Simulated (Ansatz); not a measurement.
Ag2F was relaxed with PBE-D4 (def2-TZVP) in Ansatz in these states: neutral doublet, neutral quartet. The geometries follow in no particular order.

In the def2 sets Ag takes a core potential; there is no spin–orbit coupling.

A:

| atom | x (Å) | y (Å) | z (Å) |
| --- | --- | --- | --- |
| Ag1 | 1.514 | 1.506 | -0.265 |
| Ag2 | -1.525 | -1.496 | 0.252 |
| F3 | 0.011 | -0.009 | 0.013 |

B:

```xyz
3

Ag   -0.2972    1.4350   -0.2191
Ag    1.2258   -0.8216   -0.1336
F    -0.9286   -0.6135    0.3527
```

Task: Judge from the bond lengths which geometry belongs to which state (an estimate).

Result: A is the neutral quartet (Ag1–Ag2 4.303 Å, Ag1–F3 2.151 Å, Ag2–F3 2.151 Å); B is the neutral doublet (Ag1–Ag2 2.724 Å, Ag1–F3 2.219 Å, Ag2–F3 2.218 Å).

At PBE0-D4/def2-TZVP a doublet lies 3.38 eV below the neutral quartet. These are the stationary points nearest to one start from a short search; other shapes may lie lower in each state.
